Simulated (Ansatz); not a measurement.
Two isomers of C2H6BFSi: A = `C=C(F)B[SiH3]`, B = `C=C[SiH2]BF`.

Gas-phase electronic energies from Ansatz, PBE0-D4/def2-TZVP geometries. CCSD(T)/CBS adds triple-zeta CCSD(T) − MP2 to the extrapolated MP2 energy (def2 sets, frozen cores). Functionals use def2-TZVPP. B3LYP here is the variant with VWN-RPA as its local correlation; programs differ in this. Each species was taken in one conformer, which may not be the lowest.

A:

```xyz
11

C     2.277   -0.197   -0.322
C     1.042    0.274   -0.130
F     0.892    1.616   -0.039
B    -0.210   -0.605   -0.004
Si   -2.033    0.200    0.288
H     2.425   -1.265   -0.398
H     3.138    0.459   -0.405
H    -0.025   -1.783   -0.091
H    -3.113   -0.819    0.370
H    -2.036    0.984    1.556
H    -2.357    1.136   -0.825
```

B:

Z-matrix (Å, degrees):
```
Si
C 1 1.863
B 1 2.035 2 115.9
H 1 1.494 2 110.1 3 122.1
H 1 1.494 2 110.1 3 -122.0
C 2 1.331 1 124.3 3 0.6
H 2 1.090 1 117.9 3 -179.4
F 3 1.324 1 122.5 2 -0.6
H 3 1.204 1 121.8 2 179.5
H 6 1.087 2 121.8 1 180.0
H 6 1.085 2 122.2 1 -0.0
```

Which isomer does CCSD(T)/CBS put lower? Give the gap. (An estimate is asked.)

The calculation gave: B, by 175.1 kJ/mol.

Give E(B) − E(A) in kJ/mol with PBE0-D4, CCSD/def2-TZVPP, CCSD(T)/def2-TZVPP, B3LYP-D4, HF/def2-TZVPP, B2PLYP, ωB97M-V. (Best estimate.)

The calculation gave: PBE0-D4 -162.4, CCSD/def2-TZVPP -175.0, CCSD(T)/def2-TZVPP -173.4, B3LYP-D4 -164.6, HF/def2-TZVPP -174.5, B2PLYP -170.2, ωB97M-V -168.2. None reverses the order clearly.

Largest T1 diagnostic: 0.014.

At CCSD(T), def2-SVP lies +5.0 kJ/mol from the extrapolated value and def2-TZVPP +1.7 kJ/mol. From PBE to PBE0 (25 % exact exchange), in def2-TZVPP and without D4, E(B) − E(A) moves by −6.6 kJ/mol.
